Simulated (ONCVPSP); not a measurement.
Zn, ONCV: configuration errors across variants

Zn, optimised norm-conserving Vanderbilt (ONCV), made with ONCVPSP 4.0.1 (LDA (Perdew-Zunger), scalar-relativistic). Core [Ar] 3d10, reference 4s1 4p1. Waves: 4s: rc 2.10 bohr, ncon 3, nbas 7, qcut 2.9 1/bohr, 2 projectors, debl 1 Ha; 4p: rc 2.20 bohr, ncon 5, nbas 8, qcut 4 1/bohr, 2 projectors, debl 2.9 Ha. Local part: polynomial inside 1.35 bohr (lpopt 5, dvloc0 1 Ha). Core correction: Teter function, fcfact 3.75, rcfact 1.55.

All-electron excitation energies from the reference (eV): (1) 4s2 4p0 -5.184; (2) 4s1 4p0 5.006; (3) 4s1.5 4p0 -1.106; (4) 4s0 4p1 11.430.

2 further variants failed, have other tests or another functional or relativity, and are left out.

Errors AE − PS in meV (a dash: test not solved or not reliable):

```tsv
change	(1)	(2)	(3)	(4)	bound ghosts	GHOST(+) flags above zero
base	-25	-47	-6.6	-85	none	s
core correction Teter function, fcfact 3.8, rcfact 1.55	-25	-48	-6.7	-87	none	s
local potential polynomial inside 1.55 bohr (lpopt 5, dvloc0 2 Ha)	-25	-47	-6.6	-85	none	s
s: nproj 3	-25	-47	-6.6	-85	none	s
p: rc 2.82	-24	-48	-6.3	-85	none	s
```

Give the same row for: core correction Teter function, fcfact 2.75, rcfact 1.2.

-7.8, +14, +6.4, -5.2; bound ghosts: none; GHOST(+) flags above zero: s.
